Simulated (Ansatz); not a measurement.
C$_{2}$H$_{9}$ClSi$_{2}$, SMILES `[SiH3]CC[SiH2]Cl`, relaxed with RKS PBE-D4/def2-SVP in Ansatz 0.2.0 from a rough embedded geometry. The force threshold is 0.03 eV/Å; the program also tests the step.

Charge 0, multiplicity 1.

Start:

```xyz
14

Si   -0.222    1.446    1.412
C    -0.782    0.715   -0.214
C     0.266   -0.067   -1.058
Si    0.698   -1.750   -0.590
Cl   -0.903   -2.961   -0.421
H     0.147    0.248    2.334
H     0.961    2.254    1.221
H    -1.324    2.180    2.038
H    -1.711    0.100   -0.024
H    -1.141    1.591   -0.784
H     1.143    0.564   -1.159
H    -0.205   -0.137   -2.083
H     1.413   -1.792    0.826
H     1.659   -2.390   -1.499
```

**Question.** How much energy does the relaxation release, and in how many steps? (Estimate.)

**Answer.** The calculation gave: 39.48 kJ/mol, in 10 steps.

**Question.** Which bonds change most? (Best estimate.)

**Answer.** The calculation gave: C3–Si4 from 1.800 to 1.891 Å; Si4–H13 from 1.586 to 1.503 Å; Si4–Cl5 from 2.015 to 2.093 Å; Si1–H7 from 1.445 to 1.509 Å.

**Question.** Give the relaxed structure. (Best estimate.)

**Answer.** The calculation gave: 
```xyz
14

Si   -0.263    1.277    1.442
C    -0.805    0.751   -0.304
C     0.239   -0.005   -1.149
Si    0.775   -1.695   -0.490
Cl   -0.932   -2.797    0.012
H    -0.012    0.080    2.321
H     1.009    2.085    1.376
H    -1.341    2.117    2.072
H    -1.719    0.128   -0.189
H    -1.129    1.675   -0.834
H     1.170    0.596   -1.273
H    -0.147   -0.177   -2.179
H     1.626   -1.588    0.744
H     1.531   -2.449   -1.549
```
